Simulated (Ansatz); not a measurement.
A run for Ansatz (a program for electronic structure): R-wB97X-V/def2-TZVPP on H2OSn (SMILES [OH][SnH]), a point of a torsion scan. Elements past Kr take the def2 small-core potentials; no spin–orbit coupling.

Ansatz 0.2 input:
```yaml
crystal:
  periodic: [false, false, false]
  atoms:
    - {symbol: O, position_ang: [-1.05249975, 0.15784989, 0.27144147]}
    - {symbol: Sn, position_ang: [0.78983481, 0.86263649, -0.11810126]}
    - {symbol: H, position_ang: [-1.59109368, -0.49430911, -0.17152935]}
    - {symbol: H, position_ang: [0.82414478, 0.66399730, -2.02107896]}
basis:
  gaussian:
    orbitals: def2-TZVPP
hamiltonian:
  xc: {name: wB97X-V}
scf: {lower_state_search: off}
```

The head of its log:

```
WARN ansatz: RAYON_NUM_THREADS=1 ignored (pool sized by the plan → 1); use --threads N
Functional definition: wB97X-V
these checks for a lower state are left out or cut short: stability, starts, cluster_reference, orbital_swaps, neighbouring_geometries, increment
integrals: 0.04 GiB planned
701 factors; their error is unknown
integrals: 0.07 GiB planned
156 factors; integrals over basis functions are off by at most 1.6e-5 eV
mean field: 0.40 GiB planned
mean field evaluation 1: about -7905.4012 eV, gradient 5.4e1 eV
mean field evaluation 2: about -7897.0765 eV, gradient 8.7e1 eV
```

Problem. Give the final energy of this run.

Solution. -290.7100 hartree.
